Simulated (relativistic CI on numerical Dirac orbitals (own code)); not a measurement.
Radial Dirac CI calculation of Tl.

Command:

```sh
python run_levels.py task.json out
```

Input:

```
atom Tl  Z=81  charge=0  electrons=81
nucleus A=205  rms_radius_fm=5.4759
hamiltonian dirac-coulomb  breit=on  qed=on  c_scale=1
orbitals kli  potential=per-configuration
slater_scale 1.2
correlation none
mixing on
grid step=0.0125 r_max=259.4
scf mixing=0.4 start=green max_iterations=150 tolerance=2e-08 node_fill=0
configurations
  [Xe] 4f14 5d10 6s2 6p
end
```

Output:

```
SCF 1: [Xe] 4f14 5d10 6s2 6p
 iter      energy (Ha)   residual   last orbital (Ha)
    1    -20256.043916   2.34e+00     -0.32583
    2    -20273.571348   6.42e-01     -0.17124
    3    -20274.544883   3.02e-01     -0.16719
    4    -20274.787052   7.47e-02     -0.18126
    5    -20274.793348   3.40e-02     -0.17830
    6    -20274.794504   7.10e-03     -0.17433
    7    -20274.794932   8.72e-04     -0.17500
    8    -20274.794973   3.55e-04     -0.17508
    9    -20274.794965   2.98e-05     -0.17507
   10    -20274.794966   2.95e-06     -0.17508
   11    -20274.794966   1.09e-06     -0.17508
   12    -20274.794966   1.04e-08     -0.17508
orbital energies (Ha): 5s -4.8828  5p1/2 -3.4263  5p3/2 -2.6925  5d3/2 -0.7168  5d5/2 -0.6370  6s -0.4409  6p1/2 -0.2111  6p3/2 -0.1751
configuration averages (Ha): Dirac-Coulomb, Breit, QED
  6p                          -20274.794966   23.686871   16.278155
levels: no., configuration, term, J, E (cm-1), weight
   1 6p                     2P*  1/2              0.0  1.00
   2 6p                     2P*  3/2           7625.1  1.00
lowest total energy -20234.853102 Ha
end: converged
```

Against the reference input this run has: Slater scale 1.2, node fill of the KLI weights 0. The reference run ends at -20234.864372 Ha with Breit and QED terms.

With so few configurations and no correlation, terms lie too far apart (by 10 to 50 % or more near neutrality), their order can be wrong, and levels of other configurations are missing.

Run time about 0.17 s of CPU on one thread of Intel Xeon Platinum 8488C (shared host).
